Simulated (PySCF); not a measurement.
A geometry optimisation, step by step.

C10H8O2.
Bonds: C1–C2 (triple), C2–C3, C3–C4 (aromatic), C4–C5 (aromatic), C5–C6 (aromatic), C6–C7 (aromatic), C7–C8, C8–O9 (double), C8–O10, O10–C11, C7–C12 (aromatic), C3–C12 (aromatic). Hydrogens: H13 on C1; H14 on C4; H15 on C5; H16 on C6; H17, H18, H19 on C11; H20 on C12.

Computed by this run: PBE0-D3(BJ)/def2-SVP geometry optimisation, gas phase in PySCF; density fitting, grid level 1; the optimiser is geomeTRIC in internal coordinates, started from a GFN2-xTB structure. The frame can shift and turn from step to step; on so coarse a grid that alone can change the energy by a few meV, and forces under 0.02 eV/Å are noise.

Step 0: E = -14565.8309 eV, largest atomic force 1.080 eV/Å
```
atom  x, y, z in Å  |  force x, y, z in eV/Å
C1      3.648    0.519   -2.202    0.221   0.027  -0.248
C2      2.848    0.397   -1.316   -0.527  -0.078   0.582
C3      1.907    0.253   -0.267    0.103   0.017  -0.060
C4      2.330    0.284    1.063   -0.070  -0.012   0.062
C5      1.411    0.145    2.087   -0.010   0.000  -0.018
C6      0.070   -0.026    1.798   -0.078  -0.011  -0.129
C7     -0.361   -0.058    0.473   -0.146  -0.015  -0.051
C8     -1.809   -0.244    0.210   -0.333  -0.045  -0.105
O9     -2.646   -0.373    1.070    0.087   0.033  -0.093
O10    -2.099   -0.255   -1.100    0.064   0.004   0.176
C11    -3.467   -0.430   -1.431    0.376   0.044   0.199
C12     0.556    0.082   -0.561   -0.117  -0.022   0.177
H13     4.346    0.626   -2.978    0.720   0.110  -0.798
H14     3.380    0.418    1.280    0.411   0.051   0.076
H15     1.744    0.170    3.114    0.132   0.008   0.432
H16    -0.664   -0.137    2.582   -0.340  -0.051   0.326
H17    -3.835   -1.381   -1.041   -0.134  -0.228   0.085
H18    -4.067    0.377   -1.006   -0.188   0.180   0.093
H19    -3.522   -0.415   -2.516   -0.025   0.002  -0.319
H20     0.226    0.058   -1.588   -0.145  -0.013  -0.386
```

Step 1: E = -14565.8692 eV, largest atomic force 0.182 eV/Å
```
atom  x, y, z in Å  |  force x, y, z in eV/Å
C1      3.681    0.524   -2.228    0.122   0.012  -0.134
C2      2.871    0.405   -1.334   -0.042   0.002   0.046
C3      1.918    0.273   -0.279   -0.026   0.004   0.021
C4      2.329    0.308    1.065    0.096   0.015   0.002
C5      1.398    0.189    2.091    0.014   0.002   0.075
C6      0.047    0.039    1.797   -0.047   0.001   0.027
C7     -0.374   -0.003    0.465   -0.029  -0.011   0.019
C8     -1.832   -0.160    0.202    0.047   0.052   0.053
O9     -2.687   -0.052    1.045    0.013  -0.101   0.016
O10    -2.092   -0.434   -1.079   -0.007   0.011  -0.019
C11    -3.458   -0.607   -1.405   -0.091   0.072  -0.069
C12     0.555    0.110   -0.569   -0.033  -0.009  -0.089
H13     4.400    0.631   -3.023   -0.062  -0.012   0.069
H14     3.390    0.432    1.291   -0.033  -0.006  -0.004
H15     1.731    0.216    3.131   -0.009   0.001  -0.032
H16    -0.705   -0.053    2.584    0.021   0.029  -0.021
H17    -3.845   -1.550   -0.988    0.025   0.003   0.005
H18    -4.066    0.219   -1.008    0.032  -0.024  -0.020
H19    -3.514   -0.630   -2.501    0.000  -0.024   0.026
H20     0.219    0.081   -1.606    0.010  -0.016   0.029
```

Step 2: E = -14565.8767 eV, largest atomic force 0.099 eV/Å
```
atom  x, y, z in Å  |  force x, y, z in eV/Å
C1      3.671    0.513   -2.234   -0.006  -0.007   0.008
C2      2.862    0.405   -1.336   -0.004   0.019  -0.019
C3      1.910    0.281   -0.277    0.017  -0.013   0.003
C4      2.329    0.334    1.064   -0.021  -0.002  -0.006
C5      1.402    0.212    2.095   -0.004   0.002  -0.005
C6      0.053    0.037    1.806   -0.030   0.034   0.009
C7     -0.375   -0.023    0.476    0.017   0.009  -0.007
C8     -1.829   -0.207    0.216   -0.004  -0.034   0.025
O9     -2.681   -0.167    1.067    0.008  -0.038  -0.019
O10    -2.090   -0.430   -1.077    0.001   0.095  -0.025
C11    -3.455   -0.581   -1.421   -0.003  -0.034   0.026
C12     0.549    0.099   -0.563    0.031  -0.038  -0.004
H13     4.386    0.608   -3.029    0.002   0.000  -0.002
H14     3.389    0.472    1.285   -0.003   0.001  -0.002
H15     1.738    0.255    3.134   -0.004   0.000   0.001
H16    -0.695   -0.053    2.597   -0.004  -0.004   0.002
H17    -3.851   -1.528   -1.026   -0.011   0.005   0.004
H18    -4.057    0.243   -1.011    0.005   0.009  -0.002
H19    -3.501   -0.582   -2.516    0.010  -0.007   0.004
H20     0.211    0.049   -1.598    0.003   0.003   0.007
```

Step 3: E = -14565.8809 eV, largest atomic force 0.142 eV/Å
```
atom  x, y, z in Å  |  force x, y, z in eV/Å
C1      3.678    0.498   -2.236   -0.078  -0.015   0.087
C2      2.868    0.403   -1.337    0.045   0.017   0.005
C3      1.916    0.286   -0.277   -0.031  -0.020   0.000
C4      2.321    0.366    1.068   -0.009  -0.005  -0.007
C5      1.389    0.244    2.096   -0.001  -0.002  -0.024
C6      0.045    0.037    1.804    0.115   0.060  -0.058
C7     -0.366   -0.047    0.470   -0.067  -0.004   0.030
C8     -1.816   -0.265    0.214   -0.015  -0.034  -0.094
O9     -2.657   -0.319    1.076   -0.015   0.020   0.028
O10    -2.092   -0.394   -1.088    0.002   0.087  -0.017
C11    -3.460   -0.549   -1.418    0.045  -0.076   0.024
C12     0.560    0.079   -0.567   -0.009  -0.057   0.070
H13     4.393    0.581   -3.032    0.038   0.007  -0.045
H14     3.376    0.526    1.294    0.024   0.005   0.009
H15     1.718    0.310    3.135    0.016   0.003   0.019
H16    -0.708   -0.052    2.589   -0.007  -0.025  -0.001
H17    -3.838   -1.519   -1.062   -0.017   0.006   0.010
H18    -4.065    0.247   -0.963   -0.018   0.018   0.001
H19    -3.521   -0.502   -2.511    0.000   0.003  -0.018
H20     0.229    0.006   -1.602   -0.017   0.011  -0.020
```

Step 4: E = -14565.8828 eV, largest atomic force 0.086 eV/Å
```
atom  x, y, z in Å  |  force x, y, z in eV/Å
C1      3.674    0.492   -2.230   -0.029  -0.007   0.034
C2      2.864    0.396   -1.332    0.004  -0.008  -0.023
C3      1.911    0.278   -0.273    0.026   0.004  -0.012
C4      2.325    0.364    1.068   -0.043  -0.009   0.007
C5      1.397    0.248    2.099   -0.016  -0.006  -0.059
C6      0.051    0.046    1.806   -0.062   0.009   0.044
C7     -0.373   -0.044    0.476    0.071   0.018  -0.044
C8     -1.822   -0.257    0.211    0.008  -0.030   0.030
O9     -2.664   -0.333    1.069   -0.016   0.019   0.021
O10    -2.095   -0.359   -1.094    0.003   0.037   0.012
C11    -3.458   -0.547   -1.426    0.025  -0.028   0.003
C12     0.554    0.072   -0.560    0.034  -0.015   0.003
H13     4.389    0.577   -3.026    0.018   0.004  -0.018
H14     3.382    0.522    1.289    0.009   0.001  -0.002
H15     1.727    0.317    3.137   -0.006   0.001   0.007
H16    -0.698   -0.043    2.595   -0.011  -0.012   0.018
H17    -3.812   -1.530   -1.080   -0.002   0.004   0.011
H18    -4.084    0.229   -0.962   -0.012   0.008  -0.006
H19    -3.520   -0.489   -2.519   -0.003   0.001  -0.010
H20     0.220   -0.001   -1.595    0.003   0.006  -0.015
```

Step 5: E = -14565.8832 eV, largest atomic force 0.040 eV/Å
```
atom  x, y, z in Å  |  force x, y, z in eV/Å
C1      3.681    0.492   -2.227    0.007  -0.001  -0.007
C2      2.870    0.391   -1.331   -0.009  -0.015  -0.012
C3      1.914    0.271   -0.274    0.024   0.009  -0.013
C4      2.325    0.350    1.068   -0.040  -0.006   0.001
C5      1.393    0.239    2.095    0.011   0.002   0.037
C6      0.046    0.050    1.804    0.013  -0.002  -0.015
C7     -0.372   -0.033    0.472   -0.003   0.009  -0.007
C8     -1.824   -0.235    0.211    0.002  -0.035   0.004
O9     -2.665   -0.295    1.073   -0.005   0.009  -0.024
O10    -2.098   -0.348   -1.093   -0.014   0.019   0.010
C11    -3.460   -0.553   -1.424    0.011  -0.006   0.006
C12     0.556    0.075   -0.564    0.007   0.007   0.008
H13     4.398    0.582   -3.021   -0.002  -0.001   0.004
H14     3.383    0.501    1.292   -0.005  -0.002  -0.001
H15     1.723    0.301    3.134   -0.001   0.002   0.004
H16    -0.705   -0.038    2.591    0.002   0.004  -0.002
H17    -3.804   -1.534   -1.063   -0.002   0.003   0.007
H18    -4.094    0.223   -0.971   -0.001   0.007  -0.006
H19    -3.522   -0.510   -2.517    0.001  -0.002   0.003
H20     0.223    0.009   -1.600    0.003  -0.001   0.004
```

Step 6: E = -14565.8830 eV, largest atomic force 0.088 eV/Å
```
atom  x, y, z in Å  |  force x, y, z in eV/Å
C1      3.681    0.487   -2.228    0.010   0.001  -0.011
C2      2.871    0.386   -1.331    0.008  -0.007   0.027
C3      1.917    0.267   -0.274   -0.038  -0.001   0.016
C4      2.321    0.343    1.071    0.086   0.013   0.011
C5      1.391    0.235    2.100   -0.019  -0.001  -0.054
C6      0.044    0.052    1.803   -0.013  -0.011   0.022
C7     -0.371   -0.029    0.470   -0.015  -0.005   0.026
C8     -1.823   -0.228    0.210   -0.014   0.002  -0.021
O9     -2.668   -0.279    1.068    0.025  -0.005   0.003
O10    -2.096   -0.346   -1.094   -0.006   0.006  -0.017
C11    -3.457   -0.551   -1.424    0.001  -0.005   0.002
C12     0.558    0.075   -0.565   -0.019   0.007  -0.003
H13     4.397    0.580   -3.024   -0.006  -0.004   0.007
H14     3.379    0.491    1.296    0.005  -0.001   0.000
H15     1.720    0.296    3.140    0.000   0.002  -0.011
H16    -0.709   -0.036    2.588   -0.004   0.007  -0.004
H17    -3.806   -1.525   -1.050   -0.004   0.005   0.003
H18    -4.091    0.234   -0.985    0.004   0.004  -0.005
H19    -3.517   -0.524   -2.519    0.003  -0.004   0.004
H20     0.226    0.011   -1.601   -0.002  -0.004   0.006
```

Step 7: E = -14565.8835 eV, largest atomic force 0.020 eV/Å
```
atom  x, y, z in Å  |  force x, y, z in eV/Å
C1      3.682    0.484   -2.226    0.004   0.000  -0.004
C2      2.872    0.383   -1.329    0.005  -0.003   0.013
C3      1.918    0.266   -0.272   -0.017  -0.001   0.010
C4      2.324    0.343    1.072    0.017   0.003  -0.005
C5      1.390    0.236    2.098    0.001   0.003   0.006
C6      0.043    0.052    1.804    0.003  -0.005  -0.005
C7     -0.372   -0.030    0.471   -0.004  -0.007   0.006
C8     -1.824   -0.230    0.207    0.003   0.012  -0.004
O9     -2.668   -0.281    1.065    0.004  -0.007   0.009
O10    -2.096   -0.347   -1.096    0.006   0.007  -0.007
C11    -3.458   -0.547   -1.426   -0.005  -0.006  -0.003
C12     0.559    0.074   -0.563   -0.013   0.003  -0.016
H13     4.399    0.576   -3.022   -0.002  -0.005   0.003
H14     3.381    0.490    1.298   -0.001  -0.001   0.002
H15     1.718    0.297    3.138    0.000   0.002  -0.002
H16    -0.711   -0.035    2.589    0.001   0.005  -0.001
H17    -3.812   -1.517   -1.045   -0.003   0.006   0.003
H18    -4.087    0.244   -0.992    0.002   0.003  -0.005
H19    -3.517   -0.527   -2.520    0.001  -0.004   0.000
H20     0.228    0.010   -1.599   -0.001  -0.003   0.000
```

Task: Summarise the path.

Result: The energy falls by 5.07 kJ/mol from step 0 to step 7; nine tenths of that is first reached at step 3. It never rises by more than 0.2 meV. The largest force goes from 1.080 to 0.020 eV/Å. Among the bonds C1–H13 changes most, from 1.049 to 1.074 Å; the atoms move by 0.039 Å rms after alignment.

Task: Follow the three bonds and two angles with the largest change from start to end.

Result: 
| step | E above end (kJ/mol) | largest force (eV/Å) | C1–H13 (Å) | C2–C3 (Å) | C1≡C2 (Å) | C4–C3–C12 (°) | C2–C3–C4 (°) |
| --- | --- | --- | --- | --- | --- | --- | --- |
| 0 | 5.07 | 1.080 | 1.049 | 1.417 | 1.200 | 119.8 | 120.1 |
| 1 | 1.38 | 0.182 | 1.077 | 1.429 | 1.212 | 119.0 | 120.6 |
| 2 | 0.66 | 0.099 | 1.074 | 1.429 | 1.213 | 119.2 | 120.3 |
| 3 | 0.25 | 0.142 | 1.073 | 1.430 | 1.214 | 119.0 | 120.9 |
| 4 | 0.07 | 0.086 | 1.074 | 1.429 | 1.213 | 119.3 | 120.4 |
| 5 | 0.03 | 0.040 | 1.074 | 1.429 | 1.213 | 119.2 | 120.4 |
| 6 | 0.05 | 0.088 | 1.075 | 1.429 | 1.213 | 119.0 | 120.7 |
| 7 | 0.00 | 0.020 | 1.074 | 1.429 | 1.213 | 119.0 | 120.7 |

What follows is the cost of the whole optimisation. Rough CPU time on one thread of a shared machine: about 8 min.
